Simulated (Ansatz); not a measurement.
The cluster TaSi6⁺. Total charge 1; singlet. Geometry PBE-D4/def2-SVP, basis def2-TZVP, Ansatz.

Cartesian coordinates in Å:
```
Ta -0.6263 1.1986 -0.7748
Si 1.0389 -0.4630 -2.0090
Si -1.2862 0.5556 1.5453
Si -2.1316 -0.8822 -0.0907
Si 1.8191 0.9656 -0.3323
Si 0.1903 -1.4688 -0.0063
Si 0.9959 0.0941 1.6677
```

| run | HOMO (eV) | LUMO (eV) |
| --- | --- | --- |
| A | -10.00 | -8.13 |
| B | -9.38 | -8.76 |
| C | -12.10 | -6.37 |
| D | -11.60 | -6.29 |
| E | -9.24 | -8.79 |

In the def2 sets Ta takes a core potential; there is no spin–orbit coupling. LC-ωPBE has ω = 0.4 bohr⁻¹. No other spin state of charge 1 was run. Another isomer (singlet) lies 1.08 eV lower at PBE0-D4/def2-TZVP; other spin states weren't run for this one.

Q: The runs used LC-ωPBE, PBE, PBE0, r2SCAN, ωB97M-V. Estimate which is which.

A: A PBE0 (25 % exact exchange); B r2SCAN (0 % exact exchange); C LC-ωPBE (range-separated); D ωB97M-V (range-separated); E PBE (0 % exact exchange). Exact exchange lowers occupied and raises empty levels; among semilocal functionals meta-GGAs tend to open the gap a little, and such runs are hard to tell apart. The gap grows from 0.44 eV (PBE) to 5.73 eV (LC-ωPBE). The restricted singlet is unstable towards broken spin symmetry in Hartree–Fock (as tested in another run); at PBE0-D4/def2-TZVP, r2SCAN-D4/def2-TZVP, LC-ωPBE/def2-TZVP, ωB97M-V/def2-TZVP and others this wasn't settled.
